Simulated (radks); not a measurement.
Fe XVI, configuration [Ne] 3s1.

Calculated with a radial shooting solver on a logarithmic mesh with Libxc functionals: scalar-relativistic Kohn-Sham, LDA (Slater exchange, VWN5 correlation), spin-polarised, spherical densities, finite nucleus; open shells are filled with parallel spins first; Fermi nuclear charge, rms radius 3.7377 fm.

Energy parts (eV):
total: -31679.772
kinetic: 32087.858
electron-nucleus: -69669.893
Hartree: 6973.754
exchange-correlation: -1071.490

Orbitals (lengths in bohr, moments of r in powers of bohr):
orbital  occ.  eigenvalue (eV)     <r^2>
1s up       1        -7482.100  0.004605
1s down     1        -7481.079  0.004605
2s up       1        -1289.052   0.08184
2s down     1        -1287.850   0.08166
2p up       3        -1173.722   0.06553
2p down     3        -1172.624   0.06536
3s up       1        -476.3426    0.5121
3s down     0        -468.6131    0.5131

The highest occupied level is 3s up at -476.34 eV. The spin density at the nucleus is 145.8 e/bohr^3 (1s 1.0, 2s -0.6, 3s 145.4). The electron density at the nucleus is 1.512e+04 e/bohr^3 (large components only). For comparison, the ionisation energy in NIST's Atomic Spectra Database is 489.31 eV (semi-empirical). In exact Kohn-Sham theory the highest level is minus the ionisation energy, but local and semilocal functionals leave it too shallow, through self-interaction and a potential that decays too fast; potentials with the right tail come closer. Summed over all electrons, <r^2> = 1.077 bohr^2, which gives a Langevin (diamagnetic) susceptibility term of -0.853 x 10^-6 cm^3/mol. The density falls to 0.001 e/bohr^3 at r = 1.44 bohr. Spin moment in Bohr magnetons: 1.
